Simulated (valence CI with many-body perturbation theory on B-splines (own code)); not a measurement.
**Ce45+: electric-dipole lines**

Calculated by configuration interaction combined with many-body perturbation theory (CI+MBPT): three valence electrons over a frozen Dirac-Fock core [Ne], a basis of 11 s, 11 p, 10 d, 8 f, 5 g, 2 h functions for each j, with the one-electron correlation potential Σ1, the two-electron term Σ2, the three-electron term Σ3, Breit, model QED; selected CI, second order for the rest, scaled by the run's own slope (own B-spline code, finite nucleus).

No measured spectrum was set against this ion. As an estimate, large intervals hold to a few tenths of a per cent, small ones and those within an open d or f shell to about a per cent.

Lines 51 to 100 of 585 in falling wavelength, among levels below 1801.1 eV, chosen from the strongest by gf and those to the six lowest levels. Wavelengths and rates use the calculated energies. Electric multipoles are in the length gauge, E1 and E2 with the static RPA response of the core. Weak lines are less certain than strong ones. Lines between different terms over intervals too small for the method are left out, as are lines whose strength nearly cancels. The highest levels of a list are the least certain.

Levels are named by their leading jj configuration (3d3/2^4 stands for four electrons in 3d with j = 3/2), which in mixed levels can hold well under half, so a name can repeat and another be missing. Letters in brackets count levels of one name in rising energy.

```
λ vac (nm)                          Upper                          Lower   A (s⁻¹)  log gf  Branch %
     8.993  (3p1/2 3p3/2 3d3/2) J=3/2 [b]     (3s 3p3/2 3d3/2) J=5/2 [a]  1.95e+10   -1.03       3.0
     8.938  (3p1/2 3p3/2 3d3/2) J=5/2 [a]          (3p1/2 3p3/2^2) J=5/2  1.36e+10   -1.01       7.3
     8.807          (3p1/2^2 3d3/2) J=3/2     (3s 3p1/2 3d3/2) J=3/2 [a]  2.13e+10   -1.00      22.3
     8.624          (3p1/2^2 3p3/2) J=3/2     (3s 3p1/2 3p3/2) J=3/2 [a]  1.24e+10   -1.26       8.8
     8.536     (3s 3p1/2 3d3/2) J=3/2 [a]         (3s 3p1/2 3p3/2) J=5/2  9.60e+09   -1.38      20.1
     8.201      (3d3/2 3d5/2^2) J=7/2 [b]      (3p3/2 3d5/2^2) J=5/2 [b]  1.52e+10   -0.91       3.0
     8.178          (3d3/2^2 3d5/2) J=9/2  (3p3/2 3d3/2 3d5/2) J=7/2 [c]  1.32e+10   -0.88       2.1
     8.041         (3s 3p1/2 3d3/2) J=5/2         (3s 3p1/2 3p3/2) J=5/2  5.85e+09   -1.47      47.3
     7.858     (3s 3p1/2 3d3/2) J=3/2 [a]     (3s 3p1/2 3p3/2) J=3/2 [a]  1.00e+08   -3.43       0.2
     7.820     (3s 3p1/2 3d3/2) J=3/2 [b]     (3s 3p1/2 3p3/2) J=3/2 [b]  5.84e+09   -1.67       1.1
     7.752      (3d3/2 3d5/2^2) J=7/2 [a]  (3p3/2 3d3/2 3d5/2) J=5/2 [c]  2.97e+10   -0.67       5.5
     7.720          (3d3/2 3d5/2^2) J=9/2      (3p3/2 3d5/2^2) J=7/2 [a]  1.55e+10   -0.86       3.3
     7.658      (3p1/2 3d3/2 3d5/2) J=9/2      (3p1/2 3p3/2 3d5/2) J=9/2  2.62e+10   -0.64      20.5
     7.632                (3d5/2^3) J=9/2      (3p3/2 3d5/2^2) J=7/2 [b]  1.29e+11    0.05      41.8
     7.620             (3s 3d5/2^2) J=7/2     (3s 3p3/2 3d5/2) J=5/2 [b]  6.43e+10   -0.35      25.6
     7.552                (3d5/2^3) J=3/2      (3p3/2 3d5/2^2) J=3/2 [b]  7.25e+10   -0.61      15.9
     7.539             (3s 3d5/2^2) J=5/2     (3s 3p3/2 3d5/2) J=3/2 [b]  1.90e+10   -1.01       5.3
     7.525      (3p3/2 3d5/2^2) J=7/2 [a]      (3p3/2^2 3d5/2) J=5/2 [a]  2.29e+10   -0.81       5.2
     7.519     (3s 3p1/2 3d5/2) J=5/2 [a]     (3s 3p1/2 3p3/2) J=3/2 [b]  9.33e+08   -2.32       0.9
     7.519         (3d3/2 3d5/2^2) J=11/2          (3p3/2 3d5/2^2) J=9/2  9.11e+10   -0.03      23.5
     7.492      (3d3/2 3d5/2^2) J=3/2 [b]      (3p3/2 3d5/2^2) J=3/2 [a]  4.18e+10   -0.85       8.1
     7.436         (3s 3p1/2 3d3/2) J=5/2     (3s 3p1/2 3p3/2) J=3/2 [a]  4.36e+08   -2.66       3.5
     7.349      (3d3/2 3d5/2^2) J=5/2 [a]  (3p3/2 3d3/2 3d5/2) J=3/2 [c]  5.91e+10   -0.54       9.4
     7.301     (3s 3d3/2 3d5/2) J=7/2 [b]     (3s 3p3/2 3d5/2) J=7/2 [a]  1.80e+10   -0.94       4.5
     7.299  (3p3/2 3d3/2 3d5/2) J=7/2 [b]          (3p3/2^2 3d3/2) J=7/2  1.83e+10   -0.93       3.1
     7.285             (3s 3d5/2^2) J=9/2     (3s 3p3/2 3d5/2) J=7/2 [b]  3.17e+10   -0.60      11.3
     7.270      (3d3/2 3d5/2^2) J=7/2 [b]  (3p3/2 3d3/2 3d5/2) J=5/2 [d]  4.20e+10   -0.58       8.2
     7.258                (3d5/2^3) J=5/2      (3p3/2 3d5/2^2) J=3/2 [b]  1.12e+11   -0.28      26.4
     7.251      (3d3/2 3d5/2^2) J=7/2 [a]  (3p3/2 3d3/2 3d5/2) J=7/2 [c]  1.49e+10   -1.03       2.8
     7.246     (3s 3d3/2 3d5/2) J=7/2 [b]     (3s 3p3/2 3d3/2) J=5/2 [b]  4.60e+10   -0.54      11.6
     7.203      (3d3/2 3d5/2^2) J=5/2 [b]  (3p3/2 3d3/2 3d5/2) J=3/2 [c]  5.42e+10   -0.60      10.0
     7.165          (3d3/2 3d5/2^2) J=9/2  (3p3/2 3d3/2 3d5/2) J=7/2 [c]  9.60e+10   -0.13      20.1
     7.152          (3p1/2 3d5/2^2) J=7/2  (3p1/2 3p3/2 3d5/2) J=5/2 [b]  1.36e+11   -0.08      53.1
     7.138          (3p1/2 3d5/2^2) J=3/2      (3p1/2 3p3/2 3d5/2) J=1/2  3.90e+10   -0.92      14.8
     7.133          (3d3/2^2 3d5/2) J=7/2  (3p3/2 3d3/2 3d5/2) J=7/2 [a]  1.55e+10   -1.02       2.3
     7.112      (3d3/2 3d5/2^2) J=3/2 [a]  (3p3/2 3d3/2 3d5/2) J=3/2 [b]  3.24e+10   -1.01       5.4
     7.112      (3d3/2 3d5/2^2) J=5/2 [a]  (3p3/2 3d3/2 3d5/2) J=5/2 [c]  2.89e+10   -0.88       4.6
     7.057         (3d3/2 3d5/2^2) J=11/2         (3p3/2 3d5/2^2) J=11/2  4.51e+10   -0.39      11.6
     7.051         (3s 3p1/2 3d5/2) J=3/2         (3s 3p1/2 3p3/2) J=1/2  3.67e+10   -0.96      13.9
     7.043         (3d3/2 3d5/2^2) J=11/2  (3p3/2 3d3/2 3d5/2) J=9/2 [b]  7.73e+10   -0.16      19.9
     7.043      (3p3/2 3d5/2^2) J=7/2 [b]      (3p3/2^2 3d5/2) J=5/2 [b]  2.52e+11    0.18      43.3
     6.975      (3d3/2 3d5/2^2) J=5/2 [b]  (3p3/2 3d3/2 3d5/2) J=5/2 [c]  2.73e+10   -0.92       5.0
     6.975          (3d3/2^2 3d5/2) J=9/2  (3p3/2 3d3/2 3d5/2) J=9/2 [a]  2.47e+10   -0.74       3.9
     6.972      (3p3/2 3d5/2^2) J=5/2 [b]          (3p3/2^2 3d5/2) J=3/2  9.10e+10   -0.40      16.1
     6.961          (3p1/2 3d5/2^2) J=7/2  (3p1/2 3p3/2 3d5/2) J=7/2 [b]  1.82e+10   -0.98       7.1
     6.960      (3d3/2 3d5/2^2) J=7/2 [b]      (3p3/2 3d5/2^2) J=7/2 [a]  4.46e+10   -0.59       8.8
     6.948          (3p1/2 3d5/2^2) J=9/2  (3p1/2 3p3/2 3d5/2) J=7/2 [b]  7.96e+10   -0.24      54.9
     6.930         (3p3/2 3d5/2^2) J=11/2          (3p3/2^2 3d5/2) J=9/2  1.12e+11   -0.01      36.5
     6.913             (3s 3d5/2^2) J=3/2         (3s 3p3/2 3d5/2) J=1/2  6.47e+10   -0.73      18.4
     6.907      (3d3/2 3d5/2^2) J=7/2 [b]  (3p3/2 3d3/2 3d5/2) J=5/2 [c]  5.09e+10   -0.54      10.0
```
